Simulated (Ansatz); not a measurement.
Reaction (cleavage of the B–B bond): `BBO` + `[SiH3]S` → `OBS[SiH3]` + BH₃

Isolated molecules relaxed with PBE0-D4/def2-TZVP in Ansatz; ΔE leaves out vibrations. CCSD(T)/CBS is the MP2 limit (def2-TZVPP, def2-QZVPP) plus CCSD(T) − MP2 in def2-TZVPP, frozen cores. This one scheme is used for every species. Functionals use def2-TZVPP. HSE06 is defined as in plane-wave codes. One conformer a species, not always the lowest.

`BBO`:

Z-matrix (Å, degrees):
```
B
B 1 1.671
H 1 1.200 2 122.0
H 1 1.200 2 122.0 3 -174.5
O 2 1.357 1 123.3 3 -92.7
H 2 1.214 1 118.1 3 87.3
H 5 0.960 2 113.4 1 -180.0
```

`[SiH3]S`:

```xyz
6

Si   -0.444    0.271   -0.090
S     1.658   -0.115   -0.092
H    -1.186   -0.739   -0.886
H    -0.584    1.609   -0.713
H    -0.995    0.293    1.288
H     1.550   -1.320    0.493
```

`OBS[SiH3]`:

```xyz
9

O     0.189   -1.882   -0.435
B    -0.150   -0.990   -1.383
S    -0.420    0.803   -1.167
Si    0.031    1.181    0.887
H     0.269   -1.517    0.454
H    -0.306   -1.383   -2.498
H     1.377    1.784    1.035
H     0.004   -0.091    1.667
H    -0.995    2.095    1.441
```

BH₃:

Cartesian coordinates in Å:
```
B 0.000 0.000 0.000
H 0.921 -0.643 -0.403
H -0.213 1.084 -0.451
H -0.708 -0.442 0.853
```

```
             level  ΔE (kcal/mol)
        r2SCANh-D4          -21.5
          HSE06-D4          -20.8
           ωB97X-V          -20.1
          PBE-QIDH          -21.8
             HSE06          -19.9
CCSD(T)/def2-TZVPP          -21.4
      HF/CBS(def2)          -18.9
    CCSD/CBS(def2)          -20.3
```

Question: What does CCSD(T)/CBS give? (An estimate is asked.)

Answer: Computed: -21.4 kcal/mol. The listed levels differ from it by -0.1, 0.6, 1.3, -0.4, 1.5, 0.0, 2.5, 1.1 kcal/mol.

Question: What do rigid-rotor, harmonic-oscillator terms from PBE0-D4/def2-TZVP frequencies (298.15 K, 1 bar) make of the CCSD(T)/CBS value? (Estimate.)

Answer: Ansatz gave: ΔZPE = +0.3 kcal/mol, ΔH = -20.8 kcal/mol, ΔS = -22 J/(mol·K), ΔG = -19.2 kcal/mol.

Largest T1 diagnostic among the species: 0.014.

Leaving LDA and LC-ωPBE aside and taking each functional with its dispersion term where it has one, the values, not all of them listed here, spread over 1.8 kcal/mol, from PBE-QIDH to B97M-V. LDA lies −1.4 kcal/mol from PBE without D4. In def2-TZVPP, CCSD(T) changes the Hartree–Fock value by −2.3 kcal/mol (the triples alone add −1.1 kcal/mol) and MP2 by −4.6 kcal/mol. From BLYP to BHLYP (50 % exact exchange), in def2-TZVPP and without D4, ΔE moves by −1.0 kcal/mol.
